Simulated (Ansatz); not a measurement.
```xyz
7

Cl   -1.5604   -0.1049    1.9856
B    -0.3175    0.5960    1.0005
Cl    0.4135    2.1012    1.4439
Si    0.2374   -0.3827   -0.6735
Cl   -1.3605   -0.4762   -1.9364
Cl    0.8126   -2.2770   -0.1898
Cl    1.7750    0.5437   -1.6303
```

Total charge 0; spin multiplicity 1.

**Question.** List the PBE0/def2-TZVPP orbital energies in eV (Ansatz). (Estimate.)

**Answer.** Computed: Occupied: -2768.43, -2768.41, -2767.96, -2767.96, -2767.93, -1805.49, -260.29, -260.27, -259.82, -259.81, -259.79, -198.56, -198.54, -198.47, -198.44, -198.40, -198.38, -198.09, -198.09, -198.07, -197.96, -197.96, -197.96, -197.96, -197.93, -197.93, -187.85, -147.54, -102.24, -102.24, -102.16, -24.90, -24.38, -23.91, -23.42, -23.40, -15.92, -14.48, -12.86, -12.41, -12.28, -12.09, -11.35, -10.52, -10.36, -10.30, -10.04, -9.93, -9.72, -9.45, -9.35, -8.66. Lowest empty: -2.74, -0.03, 0.05, 0.96, 1.27, 1.65, 2.25, 2.79.
